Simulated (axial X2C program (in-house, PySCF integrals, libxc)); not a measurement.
**ClCoCl: properties at the nuclei**

Computed with an axial X2C code built on PySCF integrals: two-component X2C with atomic mean-field Coulomb and Gaunt terms, Gaussian nuclei, basis Cl dyall-av3z, Co dyall-v3z with contracted cores.

Cl–Co–Cl held linear, with bonds 2.084 and 2.084 Å (near the PBE0 minimum at charge 0 of the determinant lowest at the starting distance; the state shown can have its own minimum elsewhere, held linear; other orders of the atoms were not compared).

Determinant lowest in the PBE0 search, Ω = 7/2 (⟨Sz⟩ = 1.50, ⟨Lz⟩ = 2.00 at PBE0), spin on the atoms Cl 0.06, Co 1.39, Cl 0.06:

| level | A∥/gI Cl (MHz) | qzz Cl (a.u.) | A∥/gI Co (MHz) | qzz Co (a.u.) |
| --- | --- | --- | --- | --- |
| PBE0 | -7.11 | 0.87 | 340 | -2.06 |
| HF | -1.95 | 0.93 | 300 | -2.71 |
| TPSSh | -6.85 | 0.75 | 342 | -2.06 |

A∥ (defined per Ω) follows by multiplying with gI = μI/(I μN); qzz is the electric field gradient, eQq0 = 234.96 MHz × Q/barn × qzz. The operators were transformed with the bare-nucleus X2C matrices; with these basis sets, hyperfine constants and field gradients can be off by tens of per cent, and where levels differ in sign neither size nor sign is settled.

With Q(35Cl) = -0.08112 barn, gI(59Co) = 1.3220, Q(59Co) = 0.42 barn (g factors from the IAEA table of nuclear moments by Stone; Q from Pyykkö, Mol. Phys. 2018), turn the PBE0 values of the first state into constants in MHz.

eQq0(35Cl) = 234.96 × (-0.08112) × (0.87) = -16.6 MHz; A∥(59Co) = 340 × 1.3220 = 449 MHz; eQq0(59Co) = 234.96 × (0.42) × (-2.06) = -203 MHz.

The molecule was held linear; bending was not examined, so a bent shape may lie lower.

Each state is one determinant with collinear spin, which with several unpaired electrons need not be a pure state. Unrestricted Hartree–Fock can overshoot spin polarisation at the nuclei. With several open shells hyperfine constants can be off by a factor of several. The search compared states at one distance, so a state with another bond length can lie lower. Further determinants of the search, some of them spin-mixed, are not shown. Where a field gradient or hyperfine factor spreads by more than a factor of two over the levels, a constant derived from it is not to be relied on.
